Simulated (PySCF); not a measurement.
Species: C₃H₅NOSSi.
Z-matrix (Å and degrees, PBE0-D3(BJ)/def2-SVP geometry), rows numbered from 1:
```
Si
S   1  2.1716
C   2  1.7497  1   98.43
C   3  1.4265  2  127.23  1   179.51
C   4  1.3596  3  102.51  2  -179.96
O   5  1.3323  4  110.53  3     0.00
N   3  1.3115  2  121.47  1    -0.41
H   1  1.4872  2  111.51  3   -62.26
H   1  1.4921  2  101.33  3  -179.49
H   1  1.4872  2  111.39  3    63.37
H   4  1.0859  3  128.43  2    -0.05
H   5  1.0884  4  133.37  3  -179.94
```

The closed-shell ground state was solved at several levels (PySCF, density fitting, gas phase, non-relativistic).

```csv
level,basis functions,HOMO (eV),LUMO (eV),gap (eV),dipole (D)
PBE0/cc-pVTZ,288,-7.06,-0.61,6.45,1.89
PBE0/pcSseg-0,81,-7.35,-0.82,6.53,1.77
HF/pcSseg-1,158,-9.78,3.09,12.87,1.97
PBE0/aug-cc-pVDZ,214,-7.08,-0.71,6.37,1.84
B3LYP/6-31G*,116,-6.66,-0.47,6.19,1.77
B3LYP/cc-pVTZ,288,-6.83,-0.84,5.99,1.89
B3LYP/def2-TZVP,259,-6.85,-0.90,5.95,1.93
PBE0/6-31G*,116,-6.94,-0.31,6.63,1.77
PBE0/STO-3G,48,-3.79,2.79,6.58,0.91
B3LYP/pcSseg-1,158,-6.89,-0.87,6.02,1.79
```

(1) What might PBE0/6-311+G(2d,p) (235 basis functions) give for the same quantities?

(2) Over all these levels, which gives the widest orbital gap and which the narrowest?

(3) How much does the basis alone move the frontier levels among the 6 PBE0 rows (the withheld one included)?

(4) How far do the dipole and the HOMO energy spread over the levels?

Answers

(1) HOMO -7.08 eV, LUMO -0.72 eV, gap 6.36 eV, dipole 1.88 D.

(2) HF/pcSseg-1 (Hartree–Fock, all exact exchange) has the widest, 12.87 eV, and B3LYP/def2-TZVP (global hybrid, 20 % exact exchange) the narrowest, 5.95 eV. Functional and basis both differ between the two, so the spread mixes both effects.

(3) The HOMO by 3.56 eV and the LUMO by 3.61 eV. By rising basis size (HOMO, LUMO in eV): STO-3G -3.79, 2.79; pcSseg-0 -7.35, -0.82; 6-31G* -6.94, -0.31; aug-cc-pVDZ -7.08, -0.71; 6-311+G(2d,p) -7.08, -0.72; cc-pVTZ -7.06, -0.61.

(4) The dipole runs from 0.91 to 1.97 D (mean 1.76 D) and the HOMO from -9.78 to -3.79 eV.

One conformer stands for the species.
